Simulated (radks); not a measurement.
Results of a calculation; reference values are marked as such.
Ionisation of neutral samarium, [Xe] 4f6 6s2, to Sm+, [Xe] 4f6 6s1, under several functionals. Scalar-relativistic Kohn-Sham, spin-polarised, spherical densities, finite nucleus; open shells are filled with parallel spins first (spin-orbit coupling, left out, can overturn this in heavy ions); a radial shooting solver on a logarithmic mesh with Libxc functionals. The NIST Atomic Spectra Database gives 5.644 eV (measured). Rank these functionals by the error of their Delta-SCF ionisation energy: TASK exchange with Perdew-Wang LDA correlation; LDA (Slater exchange, Perdew-Wang correlation); SOGGA; AM05; BLYP; exchange-only r2SCAN.

Answer. From best to worst: BLYP 5.594 eV (-0.050); LDA (Slater exchange, Perdew-Wang correlation) 5.780 eV (+0.136); AM05 5.484 eV (-0.160); SOGGA 5.422 eV (-0.222); TASK exchange with Perdew-Wang LDA correlation 4.803 eV (-0.840); exchange-only r2SCAN 4.441 eV (-1.203). Open shells are spherical and high-spin; term and fine-structure splittings are not resolved. Spin-orbit splitting is averaged out at the scalar-relativistic level.
